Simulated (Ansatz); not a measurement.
Calculated with Ansatz (gas phase, PBE0-D4/def2-TZVP geometries, no zero-point term in ΔE). CCSD(T)/CBS is the MP2 limit (def2-TZVPP, def2-QZVPP) plus CCSD(T) − MP2 in def2-TZVPP, frozen cores. DFT in def2-TZVPP. B3LYP here is the variant with VWN-RPA as its local correlation; programs differ in this.

Reaction (isomerisation): `[SiH3]C=C=C[SiH3]` → `C#CC([SiH3])[SiH3]`

```csv
level,ΔE (kJ/mol),difference from CCSD(T)/CBS
PBE-D4,41.3,20.7
r2SCAN-D4,41.6,21.0
PBE0-D4,35.9,15.3
B3LYP-D4,38.3,17.7
ωB97X-V,28.1,7.5
ωB97M-V,27.8,7.2
B2PLYP,30.5,9.9
PBE,44.6,24.0
r2SCAN,42.2,21.6
PBE0,38.7,18.1
B3LYP,43.8,23.2
HF/def2-TZVPP,32.4,11.8
MP2/def2-TZVPP,10.0,-10.6
SCS-MP2/def2-TZVPP,13.6,-7.0
CCSD/def2-TZVPP,21.4,0.8
CCSD(T)/def2-TZVPP,21.9,1.3
HF/def2-QZVPP,32.5,11.9
MP2/def2-QZVPP,9.3,-11.3
SCS-MP2/def2-QZVPP,12.9,-7.7
HF/CBS(def2),32.5,11.9
MP2/CBS(def2),8.7,-11.9
CCSD/CBS(def2),20.1,-0.5
CCSD(T)/CBS,20.6,0
```

Largest T1 diagnostic among the species: 0.013.

From PBE to PBE0 (25 % exact exchange), in def2-TZVPP and without D4, ΔE moves by −5.9 kJ/mol. The D4 term adds −5.5 kJ/mol with B3LYP and −2.8 kJ/mol with PBE0; it sums over pairs of atoms, weighted by their polarisabilities, and B3LYP, whose exchange is more repulsive, gets the larger term. In def2-TZVPP, CCSD(T) changes the Hartree–Fock value by −10.6 kJ/mol (the triples alone add +0.5 kJ/mol) and MP2 by −22.4 kJ/mol.
